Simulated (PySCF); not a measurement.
Rigid-rotor lines calculated for a species of formula C7H10NOP (commonest isotopes; PBE0-D3(BJ)/def2-SVP geometry optimisation, gas phase in PySCF 2.14.0), labelled J(Ka,Kc):

```
     transition     MHz
2(0,2) ← 1(0,1)  2586.9
1(1,1) ← 0(0,0)  2719.3
2(1,1) ← 1(1,0)  2752.8
2(1,2) ← 1(1,1)  2444.6
1(0,1) ← 0(0,0)  1299.4
```

Q: Find the rotational constants.

A: 1(0,1) ← 0(0,0) is B + C, 2(1,1) ← 1(1,0) is 3B + C and 2(1,2) ← 1(1,1) is B + 3C, so B − C is half the difference of the last two, 154.1 MHz. 1(1,1) ← 0(0,0) is A + C. A = 2146.6, B = 726.7, C = 572.6 MHz.

Q: What moments of inertia, asymmetry and inertial defect follow?

A: I = 505379 MHz·u·Å² over each constant: Ia = 235.43, Ib = 695.41, Ic = 882.54 u·Å²; κ = (2B − A − C)/(A − C) = -0.804 (asymmetric top); Δ = Ic − Ia − Ib = -48.29 u·Å².

Q: Which dipole components do these lines need?

A: μa and μb (a-type: ΔKa even, ΔKc odd; b-type: both odd). The calculation gives |μa| = 4.35 D, |μb| = 0.51 D, |μc| = 0.31 D.

Q: Predict further lines from these constants: 2(1,1) ← 2(1,2); 3(0,3) ← 2(0,2); 3(2,2) ← 2(2,1); 3(3,0) ← 2(2,1); 3(1,2) ← 3(1,3); 3(2,1) ← 2(2,0); 3(1,3) ← 2(1,2); 2(1,2) ← 2(0,2); 3(1,2) ← 2(1,1).

A: 
```
     transition    MHz  type  branch
2(1,1) ← 2(1,2)    462     a       Q
3(1,2) ← 3(1,3)    924     a       Q
2(1,2) ← 2(0,2)   1278     c       Q
3(1,3) ← 2(1,2)   3660     a       R
3(0,3) ← 2(0,2)   3851     a       R
3(2,2) ← 2(2,1)   3898     a       R
3(2,1) ← 2(2,0)   3945     a       R
3(1,2) ← 2(1,1)   4122     a       R
3(3,0) ← 2(2,1)  11391     b       R
```

Q: Which structure gave them?

A: `CCn1cpc(C(C)=O)c1`, point group C1. Three constants can't fix a structure by themselves; this is the one that was computed:
```
atom  x, y, z in Å
C1    -3.141   -0.320   -0.266
C2    -2.305    0.413    0.768
N3    -0.918    0.572    0.356
C4    -0.482    1.601   -0.430
P5     1.183    1.495   -0.851
C6     1.270   -0.022    0.080
C7     2.440   -0.903    0.295
C8     3.759   -0.466   -0.291
O9     2.336   -1.934    0.928
C10    0.047   -0.335    0.637
H11   -2.736   -1.324   -0.457
H12   -3.159    0.228   -1.220
H13   -4.177   -0.428    0.089
H14   -2.712    1.416    0.965
H15   -2.307   -0.126    1.727
H16   -1.199    2.374   -0.708
H17    3.659   -0.248   -1.366
H18    4.095    0.464    0.195
H19    4.507   -1.253   -0.134
H20   -0.171   -1.208    1.254
```

The values belong to one conformer (point group C1) with, in the numbering `[CH3:1][CH2:2][n:3]1[cH:4][p:5][c:6]([C:7]([CH3:8])=[O:9])[cH:10]1`, C1–C2–N3–C4 85°, P5–C6–C7–C8 3°. PBE0-D3(BJ)/def2-SVP frequencies: not computed here. These are rigid-rotor constants of the computed structure; measured ground-state constants (B0) also hold zero-point vibration. A rigid rotor knows nothing of internal rotation, which can split or shift real lines. Quadrupole hyperfine structure (14N) is left out.
